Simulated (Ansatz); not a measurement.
Reaction (cleavage of the Ga–Ge bond): `[SiH3][GeH2][GaH2]` + CH₃NH₂ → `C[NH][GaH2]` + `[SiH3][GeH3]`

Computed with Ansatz on PBE0-D4/def2-TZVP structures; ΔE is electronic, products minus reactants. CCSD(T)/CBS adds triple-zeta CCSD(T) − MP2 to the extrapolated MP2 energy (def2 sets, frozen cores). DFT in def2-TZVPP. HSE06 is defined as in plane-wave codes. For Ga, Ge outer-core shells are correlated without core-valence functions, which leaves a few kJ/mol of doubt a bond. Scalar relativity is left out up to krypton.

CCSD(T)/CBS gives -14.4 kJ/mol.

(1) Another level gave -3.6 kJ/mol. Which?
A. HSE06-D4/def2-TZVPP
B. ωB97X-V/def2-TZVPP
C. CAM-B3LYP/def2-TZVPP
D. PBE-QIDH/def2-TZVPP

Largest T1 diagnostic among the species: 0.015.

## Answers

(1) A. HSE06-D4 -3.6, ωB97X-V -15.2, PBE-QIDH -10.2, CAM-B3LYP -19.3 kJ/mol.

From r2SCAN to r2SCAN0 (25 % exact exchange), in def2-TZVPP and without D4, ΔE moves by +4.4 kJ/mol. In def2-TZVPP, CCSD(T) changes the Hartree–Fock value by −3.6 kJ/mol (the triples alone add −1.5 kJ/mol) and MP2 by −5.7 kJ/mol.
